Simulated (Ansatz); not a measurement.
`CCC(C)(CC(C)(CC(C)(C)C(=O)OCc1ccccc1)C(=O)OC(C)(C)C)C(=O)OCC1CO1`, relaxed as a singlet with RKS PBE-D4/def2-SVP in Ansatz, starting from the GFN2-xTB geometry. Force threshold 0.03 eV/Å.

Single mean-field runs in def2-SVP are fitted with def2-universal-jkfit.

Start:

```xyz
77

C     2.988   -3.438    2.999
C     1.767   -2.702    2.454
C     2.127   -1.547    1.497
C     2.916   -0.449    2.202
C     0.900   -1.010    0.708
C    -0.112   -0.042    1.339
C    -0.580   -0.478    2.734
C    -1.407    0.020    0.477
C    -1.387    0.262   -1.054
C    -0.553    1.466   -1.487
C    -1.010   -0.974   -1.880
C    -2.853    0.585   -1.374
O    -3.272    1.677   -1.656
O    -3.622   -0.500   -1.266
C    -5.009   -0.364   -1.603
C    -5.225   -0.728   -3.048
C    -5.211    0.253   -4.031
C    -5.369   -0.091   -5.362
C    -5.538   -1.418   -5.722
C    -5.546   -2.401   -4.746
C    -5.388   -2.057   -3.415
C     0.464    1.377    1.426
O     1.437    1.756    0.823
O    -0.270    2.123    2.240
C     0.061    3.507    2.520
C    -0.017    4.344    1.245
C    -1.010    3.947    3.518
C     1.450    3.591    3.153
C     2.954   -2.180    0.376
O     2.559   -3.077   -0.326
O     4.154   -1.615    0.219
C     4.946   -2.115   -0.855
C     6.198   -1.276   -0.935
C     6.229   -0.049   -1.735
O     6.858   -1.224   -2.161
H     2.667   -4.281    3.606
H     3.598   -2.788    3.621
H     3.604   -3.821    2.189
H     1.191   -2.324    3.295
H     1.150   -3.416    1.905
H     3.108    0.374    1.522
H     2.358   -0.069    3.054
H     3.871   -0.827    2.553
H     1.306   -0.492   -0.163
H     0.355   -1.886    0.355
H    -0.905   -1.515    2.709
H     0.213   -0.372    3.469
H    -1.414    0.140    3.058
H    -1.940   -0.921    0.634
H    -2.018    0.816    0.915
H    -0.687    1.634   -2.553
H     0.502    1.309   -1.290
H    -0.879    2.362   -0.965
H    -1.314   -0.823   -2.915
H    -1.518   -1.860   -1.507
H     0.061   -1.148   -1.869
H    -5.539   -1.050   -0.939
H    -5.319    0.668   -1.412
H    -5.070    1.286   -3.749
H    -5.364    0.678   -6.121
H    -5.662   -1.686   -6.761
H    -5.676   -3.437   -5.022
H    -5.390   -2.823   -2.654
H     0.153    5.389    1.487
H     0.736    4.021    0.532
H    -1.000    4.247    0.790
H    -0.969    3.326    4.410
H    -0.851    4.983    3.802
H    -1.997    3.849    3.075
H     2.209    3.269    2.445
H     1.498    2.957    4.035
H     1.656    4.617    3.446
H     5.190   -3.168   -0.671
H     4.380   -2.056   -1.791
H     6.842   -1.338   -0.062
H     5.346    0.242   -2.292
H     6.889    0.760   -1.445
```

| step | energy (eV) | largest force component (eV/Å) | SCF passes |
| --- | --- | --- | --- |
| 1 | -43966.6227 | 1.476 | 22 |
| 2 | -43967.0928 | 0.691 | 21 |
| 3 | -43967.1472 | 0.184 | 22 |
| 4 | -43967.1514 | 0.153 | 21 |
| 5 (rejected) | -43967.1399 | 0.257 | 20 |
| 6 | -43967.1567 | 0.043 | 21 |
| 7 | -43967.1578 | 0.032 | 22 |
| 8 | -43967.1586 | 0.018 | 22 |
| 9 | -43967.1593 | 0.017 | 22 |
| 10 | -43967.1599 | 0.028 | 21 |
| 11 | -43967.1604 | 0.025 | 21 |

Force components are those of the run's own axes.

End:

```xyz
77

C     2.848   -3.591    3.006
C     1.702   -2.776    2.402
C     2.141   -1.585    1.501
C     2.929   -0.535    2.299
C     0.934   -0.987    0.694
C    -0.091   -0.020    1.330
C    -0.590   -0.473    2.721
C    -1.392    0.055    0.452
C    -1.391    0.350   -1.083
C    -0.639    1.633   -1.462
C    -0.901   -0.832   -1.954
C    -2.879    0.568   -1.424
O    -3.366    1.611   -1.822
O    -3.602   -0.562   -1.216
C    -5.014   -0.499   -1.548
C    -5.253   -0.828   -3.001
C    -5.252    0.189   -3.978
C    -5.440   -0.129   -5.331
C    -5.627   -1.464   -5.724
C    -5.626   -2.483   -4.758
C    -5.439   -2.165   -3.405
C     0.515    1.398    1.435
O     1.521    1.773    0.857
O    -0.241    2.177    2.237
C     0.104    3.587    2.512
C     0.042    4.402    1.216
C    -0.999    4.018    3.481
C     1.481    3.664    3.181
C     2.992   -2.205    0.378
O     2.632   -3.135   -0.321
O     4.187   -1.586    0.212
C     5.007   -2.092   -0.855
C     6.249   -1.238   -0.906
C     6.316   -0.050   -1.775
O     6.961   -1.272   -2.142
H     2.450   -4.424    3.621
H     3.499   -2.981    3.665
H     3.488   -4.045    2.221
H     1.063   -2.389    3.218
H     1.066   -3.446    1.787
H     3.241    0.306    1.656
H     2.310   -0.124    3.121
H     3.837   -0.979    2.751
H     1.362   -0.451   -0.176
H     0.383   -1.855    0.282
H    -0.965   -1.514    2.667
H     0.207   -0.430    3.487
H    -1.416    0.176    3.067
H    -1.923   -0.909    0.597
H    -2.029    0.827    0.934
H    -0.818    1.877   -2.527
H     0.448    1.519   -1.301
H    -0.992    2.498   -0.868
H    -1.155   -0.649   -3.018
H    -1.379   -1.784   -1.653
H     0.196   -0.953   -1.892
H    -5.485   -1.252   -0.887
H    -5.394    0.511   -1.298
H    -5.086    1.230   -3.664
H    -5.440    0.673   -6.085
H    -5.775   -1.711   -6.787
H    -5.776   -3.531   -5.060
H    -5.441   -2.965   -2.647
H     0.212    5.473    1.445
H     0.811    4.068    0.497
H    -0.957    4.309    0.745
H    -0.975    3.400    4.401
H    -0.862    5.080    3.768
H    -1.996    3.907    3.012
H     2.282    3.358    2.484
H     1.512    3.009    4.075
H     1.673    4.704    3.512
H     5.250   -3.160   -0.664
H     4.460   -2.049   -1.820
H     6.878   -1.261    0.007
H     5.430    0.229   -2.377
H     6.986    0.787   -1.502
```

By distances, no bond broke or formed. The bond that changes most is C33–O35, from 1.39 to 1.43 Å (atoms count from 1).

The force fell under the threshold at step 8, but the optimiser went on. No frequencies were taken in this run, so the end may be a saddle point.

It took 73 s on 2 threads of AMD EPYC 7R13 on a shared host and a share (18 GiB) of an NVIDIA H100 80GB HBM3, peak host memory 1.2 GiB.
